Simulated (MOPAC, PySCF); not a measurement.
C8H8B2S, SMILES `Bc1ccc2sc(B)cc2c1`, neutral singlet in the gas phase. 

Cartesian coordinates (Å):
```xyz
19

B     -3.4258     1.1550     0.2100
C     -2.1120     0.3559     0.1813
C     -2.1097    -1.0696     0.2036
C     -0.9455    -1.8110     0.1787
C      0.2775    -1.1231     0.1294
S      1.8595    -1.8000     0.0905
C      2.6172    -0.2195     0.0419
B      4.1331    -0.0502    -0.0080
C      1.6648     0.7772     0.0560
C      0.3235     0.2991     0.1056
C     -0.8825     1.0191     0.1322
H     -4.4916     0.5840     0.2524
H     -3.3981     2.3645     0.1900
H     -3.0709    -1.5890     0.2420
H     -0.9709    -2.9024     0.1966
H      4.5881     1.0688    -0.0397
H      4.8702    -1.0068    -0.0156
H      1.9308     1.8357     0.0311
H     -0.8576     2.1121     0.1143
```
Charge 0, spin multiplicity 1.

All levels are single points at this geometry (PBE0-D4/def2-SVP); Pople sets use spherical d functions. Orbital energies aren't observables, and empty levels follow the basis.

HF/3-21G in PySCF gives HOMO (eV) = -8.58.

Task: Estimate the HOMO (eV) from each of these levels: PBE0-D4/def2-TZVP in PySCF; B3LYP/3-21G in PySCF; B3LYP/LANL2DZ in PySCF; BP86/6-31G* in PySCF; PBE/6-31G* in PySCF; SVWN5/6-31G* in PySCF; AM1 in MOPAC; PM3 in MOPAC.

Result: 
```
level                       HOMO (eV)
--------------------------  ---------
PBE0-D4/def2-TZVP in PySCF      -6.87
B3LYP/3-21G in PySCF            -6.60
B3LYP/LANL2DZ in PySCF          -6.69
BP86/6-31G* in PySCF            -5.91
PBE/6-31G* in PySCF             -5.82
SVWN5/6-31G* in PySCF           -6.00
AM1 in MOPAC                    -8.65
PM3 in MOPAC                    -9.13
```
